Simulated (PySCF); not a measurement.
Gas-phase reaction: GeH₂Cl₂ + 2 GeH₃ → 2 GeH₄ + GeCl₂

Energies from PySCF, thermal terms from the rigid-rotor harmonic-oscillator model, ideal gas at 1 bar. † marks an energy on the PBE0/def2-TZVP geometry and frequencies; other levels use their own. MP2 and CCSD(T) freeze the core. 6-31G* has spherical d functions here. Open shells (unrestricted): GeH₃ (multiplicity 2); the rest are closed-shell singlets. B3LYP is the form with VWN-RPA correlation. Ge: all electrons, no relativistic terms. GeH₃: computed as isolated molecules; such fragments, hydroxides, amides, oligomers or adducts are transient or little studied in the gas. MP2 isn't extrapolated to the basis-set limit. CCSD(T) isn't extrapolated to the basis-set limit.

```json
[
 {"level": "B3LYP/6-31G*", "ΔH°(298 K), kJ": "-241"},
 {"level": "CCSD(T)/def2-SVP†", "ΔH°(298 K), kJ": "___"},
 {"level": "CCSD(T)/def2-TZVPP†", "ΔH°(298 K), kJ": "-214"},
 {"level": "HF/6-31G*", "ΔH°(298 K), kJ": "-145"},
 {"level": "MP2/def2-SVP†", "ΔH°(298 K), kJ": "-195"},
 {"level": "MP2/def2-TZVPP†", "ΔH°(298 K), kJ": "-209"},
 {"level": "PBE/def2-SVP", "ΔH°(298 K), kJ": "-236"},
 {"level": "PBE/def2-TZVP†", "ΔH°(298 K), kJ": "___"},
 {"level": "PBE0/def2-TZVP", "ΔH°(298 K), kJ": "___"},
 {"level": "LDA/def2-TZVP†", "ΔH°(298 K), kJ": "___"},
 {"level": "ωB97M-V/def2-TZVP†", "ΔH°(298 K), kJ": "-229"}
]
```

### Question
Complete the blanks.

### Answer

- CCSD(T)/def2-SVP†, ΔH°(298 K), kJ: -207
- PBE/def2-TZVP†, ΔH°(298 K), kJ: -235
- PBE0/def2-TZVP, ΔH°(298 K), kJ: -215
- LDA/def2-TZVP†, ΔH°(298 K), kJ: -249
